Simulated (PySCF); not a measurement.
**Deuteron quadrupole couplings in `CCc1ccc(C(=O)[O-])o1`**

C₇H₇O₃ (charge -1).
Z-matrix (Å and degrees, GFN2-xTB geometry), rows numbered from 1:
```
C 
C   1  1.5313
C   2  1.4941  1  111.61
C   3  1.3653  2  131.70  1    94.32
C   4  1.4140  3  106.10  2  -178.71
C   5  1.3695  4  106.65  3     0.14
C   6  1.5546  5  129.43  4  -179.53
O   7  1.2388  6  113.69  5     0.33
O   7  1.2351  6  116.17  5  -179.75
O   3  1.3485  2  118.38  1   -84.11
H   1  1.0872  2  109.79  3    59.60
H   1  1.0898  2  110.76  3   179.77
H   1  1.0884  2  110.25  3   -59.82
H   2  1.0932  1  109.66  3   121.02
H   2  1.0926  1  109.06  3  -120.16
H   4  1.0749  3  126.44  2     1.70
H   5  1.0710  4  127.58  3  -179.79
```

Level: PBE0/pcSseg-1 (PySCF, non-relativistic); Q(2H) = 0.00286 b; rigid geometry, the same for H and D, with no vibrational averaging.

Task: Rank these positions by the coupling χzz of a deuteron there, largest first.
A. H13 (methyl hydrogen)
B. H17 (aromatic hydrogen)
C. H15 (methylene hydrogen)

Result: B (238 kHz), A (212 kHz), C (204 kHz).

Task: Tabulate Vzz, the asymmetry η and χzz = 234.96 MHz × Q × Vzz for every hydrogen position.

Result: 
| atom | bonded to | bond length (Å) | Vzz (au) | η | χzz (kHz) |
| --- | --- | --- | --- | --- | --- |
| H11 | C1 | 1.087 | 0.3136 | 0.02 | 211 |
| H12 | C1 | 1.090 | 0.3158 | 0.02 | 212 |
| H13 | C1 | 1.088 | 0.3147 | 0.02 | 212 |
| H14 | C2 | 1.093 | 0.3051 | 0.02 | 205 |
| H15 | C2 | 1.093 | 0.3034 | 0.01 | 204 |
| H16 | C4 | 1.075 | 0.3504 | 0.07 | 235 |
| H17 | C5 | 1.071 | 0.3544 | 0.04 | 238 |

Task: How does χzz go with the bond length over the 7 C–H bonds?

Result: A straight-line fit has a slope of -15.9 kHz for each 0.01 Å, with a correlation coefficient of -0.99, over lengths from 1.071 to 1.093 Å. The longer bonds have the smaller couplings here.

Task: A static deuteron (I = 1) shows a doublet split by (3/2)χ, (3/4)χ(1 + η) and (3/4)χ(1 − η) with the field along z, y and x of the gradient. What are these for H14?

Result: With |χ| = 205.0 kHz and η = 0.015: 308, 156 and 151 kHz, to first order and without motion.

The structure is a single GFN2-xTB conformer in the gas phase; no vibrational or solvent corrections. The pcSseg-1 basis has no diffuse functions, a weakness for an anion. GFN2-xTB bond lengths can be off by several hundredths of an ångström, more for odd bonds, and the gradients follow them. The basis is small and wasn't made for field gradients, so the couplings can be 20 % off.
